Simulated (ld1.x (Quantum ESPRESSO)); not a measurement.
**Plane-wave convergence, TM potential for Se**

ld1.x (Quantum ESPRESSO) 7.5 input, shortened:

```
&input
   title='Se', zed=34., rel=1, dft='PBESOL', iswitch=3,
   config='[Ar] 3d10 4s2 4p2'
 /
 &inputp
   pseudotype=2, tm=.true., lloc=0,
   nlcc=.false.
 /
3
4P  2  1   2.00   0.00  1.80  1.80  0.0
3D  3  2  10.00   0.00  1.05  1.05  0.0
4S  1  0   2.00   0.00  1.35  1.35  0.0
 &test
   configts(1)='3d10 4s2 4p2'
 /
```

The pseudo-atom Hamiltonian at the reference potential is diagonalised in spherical Bessel functions j_l(qr) that vanish at 20 bohr, with q² up to the cutoff. All-electron valence levels (Ry): 4p -1.8735, 3d -5.5728, 4s -2.7686.

How do the lowest levels (Ry) of each channel move with the cutoff, and are there ghosts?

```json
{"cutoff (Ry)": "8", "p #1": "-1.8168", "d #1": "-0.8471", "s #1": "-2.6016", "f #1": "-0.2956", "f #2": "-0.1688", "Σ f·Δε (mRy)": "47702.5"}
{"cutoff (Ry)": "15", "p #1": "-1.8563", "d #1": "-0.8737", "s #1": "-2.7379", "f #1": "-0.2961", "f #2": "-0.1693", "Σ f·Δε (mRy)": "47084.5"}
{"cutoff (Ry)": "25", "p #1": "-1.8726", "d #1": "-0.8783", "s #1": "-2.7545", "f #1": "-0.2962", "f #2": "-0.1693", "Σ f·Δε (mRy)": "46972.7"}
{"cutoff (Ry)": "35", "p #1": "-1.8731", "d #1": "-0.8836", "s #1": "-2.7604", "f #1": "-0.2962", "f #2": "-0.1693", "Σ f·Δε (mRy)": "46906.8"}
{"cutoff (Ry)": "50", "p #1": "-1.8734", "d #1": "-0.9222", "s #1": "-2.7675", "f #1": "-0.2962", "f #2": "-0.1694", "Σ f·Δε (mRy)": "46506.2"}
{"cutoff (Ry)": "70", "p #1": "-1.8735", "d #1": "-1.2216", "s #1": "-2.7678", "f #1": "-0.2962", "f #2": "-0.1694", "Σ f·Δε (mRy)": "43511.4"}
{"cutoff (Ry)": "100", "p #1": "-1.8735", "d #1": "-3.3204", "s #1": "-2.7685", "f #1": "-0.2962", "f #2": "-0.1694", "Σ f·Δε (mRy)": "22521.5"}
{"cutoff (Ry)": "140", "p #1": "-1.8735", "d #1": "-5.1355", "s #1": "-2.7685", "f #1": "-0.2962", "f #2": "-0.1694", "Σ f·Δε (mRy)": "4370.7"}
{"cutoff (Ry)": "180", "p #1": "-1.8735", "d #1": "-5.5153", "s #1": "-2.7686", "f #1": "-0.2962", "f #2": "-0.1694", "Σ f·Δε (mRy)": "572.9"}
{"cutoff (Ry)": "260", "p #1": "-1.8735", "d #1": "-5.5719", "s #1": "-2.7686", "f #1": "-0.2962", "f #2": "-0.1694", "Σ f·Δε (mRy)": "6.8"}
{"cutoff (Ry)": "400", "p #1": "-1.8735", "d #1": "-5.5726", "s #1": "-2.7686", "f #1": "-0.2962", "f #2": "-0.1694", "Σ f·Δε (mRy)": "0.0"}
```

Result: no extra level below or beside the all-electron valence levels (p, d, s, f tested); 10 mRy is reached at 260 Ry and 1 mRy at over 300 Ry.

1 of 7 tests not solved or not reliable.
